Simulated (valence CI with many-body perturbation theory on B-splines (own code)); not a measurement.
## E1 transitions of Ta⁶⁶⁺

Method: valence CI with perturbative core correlation (CI+MBPT): five valence electrons over a frozen Dirac-Fock core [He], a basis of 9 s, 9 p, 8 d, 6 f, 3 g, 1 h functions for each j, with the one-electron correlation potential Σ1, the two-electron term Σ2, the three-electron term Σ3, Breit, model QED; selected CI, second order for the rest (own B-spline code, finite nucleus).

The last digits are not significant, and no measured levels were compared; by estimate large intervals hold to a few tenths of a per cent, small ones and those within an open d or f shell to about a per cent. Among the levels kept, up to 1200 cm⁻¹ of a level comes from second order outside the variational space, and about a tenth of that is noise between levels of different J, which matters for small intervals.

Lines 101 to 150 of 261 in falling wavelength, among levels below 87968 × 10³ cm⁻¹, chosen from the strongest by gf and those to the six lowest levels. Wavelengths and rates use the calculated energies. Electric multipoles are in the length gauge, E1 and E2 with the static RPA response of the core. Weak lines are less certain than strong ones. Lines between different terms over intervals too small for the method are left out, as are lines whose strength nearly cancels. The highest levels of a list are the least certain.

Levels are named by their leading jj configuration (3d3/2^4 stands for four electrons in 3d with j = 3/2), which in mixed levels can hold well under half, so a name can repeat and another be missing. Letters in brackets count levels of one name in rising energy.

```tsv
λ vac (Å)	Upper	Lower	A (s⁻¹)	S (a.u.)
7.286	(2s 2p1/2^2 2p3/2 3p3/2) J=5/2 [b]	(2s^2 2p1/2^2 3p3/2) J=3/2	1.05e+13	1.21e-02
7.280	(2s 2p1/2^2 2p3/2 3d3/2) J=3/2 [b]	(2s^2 2p1/2^2 3d3/2) J=3/2	9.84e+12	7.49e-03
7.268	(2p1/2 2p3/2^4) J=1/2	(2s 2p1/2 2p3/2^3) J=3/2 [b]	2.31e+13	8.74e-03
7.264	(2s 2p1/2 2p3/2^3) J=3/2 [b]	(2s^2 2p1/2 2p3/2^2) J=1/2	5.19e+12	3.93e-03
7.256	(2s 2p1/2^2 2p3/2 3s) J=1/2	(2s^2 2p1/2^2 3s) J=1/2	1.11e+13	4.19e-03
7.253	(2s 2p1/2 2p3/2^3) J=5/2	(2s^2 2p1/2 2p3/2^2) J=3/2	5.10e+11	5.77e-04
7.250	(2s 2p1/2^2 2p3/2 3p1/2) J=1/2	(2s^2 2p1/2^2 3p1/2) J=1/2	1.14e+13	4.29e-03
7.249	(2s 2p1/2^2 2p3/2 3d3/2) J=5/2 [b]	(2s^2 2p1/2^2 3d3/2) J=3/2	9.70e+12	1.09e-02
7.246	(2p1/2^2 2p3/2^3) J=3/2	(2s 2p1/2^2 2p3/2^2) J=3/2	1.67e+13	1.26e-02
7.244	(2s 2p1/2^2 2p3/2 3p1/2) J=3/2 [b]	(2s^2 2p1/2^2 3p1/2) J=1/2	1.10e+13	8.24e-03
7.241	(2p1/2^2 2p3/2^3) J=3/2	(2s 2p1/2^2 2p3/2^2) J=1/2	3.86e+12	2.90e-03
7.234	(2s 2p3/2^4) J=1/2	(2s^2 2p3/2^3) J=3/2	1.81e+13	6.75e-03
7.233	(2p1/2 2p3/2^4) J=1/2	(2s 2p1/2 2p3/2^3) J=1/2	1.08e+13	4.05e-03
7.215	(2s 2p1/2^2 2p3/2 3s) J=3/2 [b]	(2s^2 2p1/2^2 3s) J=1/2	1.03e+13	7.65e-03
7.212	(2s 2p1/2^2 2p3/2 3d3/2) J=1/2 [b]	(2s^2 2p1/2^2 3d3/2) J=3/2	1.15e+13	4.25e-03
7.212	(2s 2p1/2^2 2p3/2 3p3/2) J=3/2 [b]	(2s^2 2p1/2^2 3p3/2) J=3/2	1.09e+13	8.04e-03
7.192	(2s 2p1/2^2 2p3/2 3p3/2) J=1/2 [b]	(2s^2 2p1/2^2 3p3/2) J=3/2	1.07e+13	3.91e-03
7.103	(2s 2p1/2^2 2p3/2^2) J=1/2	(2s^2 2p1/2^2 2p3/2) J=3/2	9.46e+12	3.35e-03
7.098	(2s 2p1/2^2 2p3/2^2) J=3/2	(2s^2 2p1/2^2 2p3/2) J=3/2	1.75e+13	1.24e-02
7.051	(2s 2p1/2 2p3/2^3) J=3/2 [b]	(2s^2 2p1/2 2p3/2^2) J=5/2	1.54e+13	1.07e-02
6.993	(2s 2p1/2 2p3/2^3) J=1/2	(2s^2 2p1/2 2p3/2^2) J=3/2	1.57e+13	5.29e-03
6.960	(2s 2p1/2 2p3/2^3) J=3/2 [b]	(2s^2 2p1/2 2p3/2^2) J=3/2	6.61e+11	4.40e-04
6.826	(2p1/2^2 2p3/2^3) J=3/2	(2s 2p1/2^2 2p3/2^2) J=5/2	4.81e+12	3.02e-03
4.174	(2s 2p1/2 2p3/2^3) J=3/2 [a]	(2s^2 2p1/2^2 2p3/2) J=3/2	2.11e+10	3.03e-06
4.117	(2s 2p1/2 2p3/2^3) J=5/2	(2s^2 2p1/2^2 2p3/2) J=3/2	2.13e+09	4.40e-07
4.032	(2s 2p1/2 2p3/2^3) J=1/2	(2s^2 2p1/2^2 2p3/2) J=3/2	8.89e+10	5.75e-06
4.021	(2s 2p1/2 2p3/2^3) J=3/2 [b]	(2s^2 2p1/2^2 2p3/2) J=3/2	5.14e+10	6.60e-06
4.008	(2s 2p3/2^4) J=1/2	(2s^2 2p1/2 2p3/2^2) J=3/2	1.19e+11	7.56e-06
1.790	(2s^2 2p1/2^2 3p1/2) J=1/2	(2s 2p1/2^2 2p3/2^2) J=1/2	9.01e+10	5.10e-07
1.724	(2s^2 2p1/2^2 3s) J=1/2	(2s^2 2p1/2 2p3/2^2) J=1/2	2.35e+10	1.19e-07
1.692	(2s^2 2p1/2^2 3p3/2) J=3/2	(2s 2p1/2^2 2p3/2^2) J=1/2	2.54e+10	2.43e-07
1.669	(2s^2 2p1/2^2 3p3/2) J=3/2	(2s 2p1/2^2 2p3/2^2) J=5/2	1.29e+11	1.19e-06
1.593	(2s^2 2p1/2^2 3d3/2) J=3/2	(2s^2 2p1/2 2p3/2^2) J=1/2	4.56e+10	3.64e-07
1.578	(2s^2 2p1/2^2 3d3/2) J=3/2	(2s^2 2p1/2 2p3/2^2) J=3/2	1.06e+11	8.20e-07
1.560	(2s^2 2p1/2^2 3d5/2) J=5/2	(2s^2 2p1/2 2p3/2^2) J=5/2	1.15e+10	1.30e-07
1.555	(2s^2 2p1/2^2 3d5/2) J=5/2	(2s^2 2p1/2 2p3/2^2) J=3/2	8.23e+09	9.17e-08
1.503	(2s^2 2p1/2 2p3/2 3p1/2) J=3/2 [a]	(2s 2p1/2^2 2p3/2^2) J=1/2	5.35e+10	3.59e-07
1.493	(2s^2 2p1/2 2p3/2 3p1/2) J=3/2 [b]	(2s 2p1/2^2 2p3/2^2) J=1/2	5.43e+11	3.57e-06
1.482	(2s^2 2p1/2 2p3/2 3p1/2) J=5/2	(2s 2p1/2^2 2p3/2^2) J=5/2	2.03e+11	1.96e-06
1.475	(2s^2 2p1/2 2p3/2 3p1/2) J=3/2 [b]	(2s 2p1/2^2 2p3/2^2) J=5/2	6.70e+11	4.24e-06
1.464	(2s 2p1/2^2 2p3/2 3s) J=3/2 [a]	(2s 2p1/2^2 2p3/2^2) J=1/2	6.94e+13	4.30e-04
1.457	(2s^2 2p1/2 2p3/2 3s) J=3/2 [a]	(2s^2 2p1/2 2p3/2^2) J=1/2	7.25e+11	4.43e-06
1.455	(2s^2 2p1/2 2p3/2 3s) J=1/2	(2s^2 2p1/2 2p3/2^2) J=1/2	7.36e+13	2.24e-04
1.453	(2s 2p1/2^2 2p3/2 3s) J=1/2	(2s 2p1/2^2 2p3/2^2) J=3/2	1.69e+14	5.12e-04
1.453	(2s 2p1/2^2 2p3/2 3s) J=1/2	(2s 2p1/2^2 2p3/2^2) J=1/2	7.64e+13	2.31e-04
1.453	(2s^2 2p1/2 2p3/2 3s) J=3/2 [b]	(2s^2 2p1/2 2p3/2^2) J=1/2	7.27e+13	4.40e-04
1.452	(2s 2p1/2^2 2p3/2 3s) J=3/2 [b]	(2s 2p1/2^2 2p3/2^2) J=3/2	9.28e+13	5.60e-04
1.452	(2s 2p1/2^2 2p3/2 3s) J=3/2 [b]	(2s 2p1/2^2 2p3/2^2) J=1/2	1.00e+11	6.05e-07
1.451	(2s 2p1/2^2 2p3/2 3s) J=5/2	(2s 2p1/2^2 2p3/2^2) J=5/2	9.89e+13	8.96e-04
1.448	(2s^2 2p1/2 2p3/2 3s) J=3/2 [a]	(2s^2 2p1/2 2p3/2^2) J=5/2	2.08e+13	1.25e-04
```
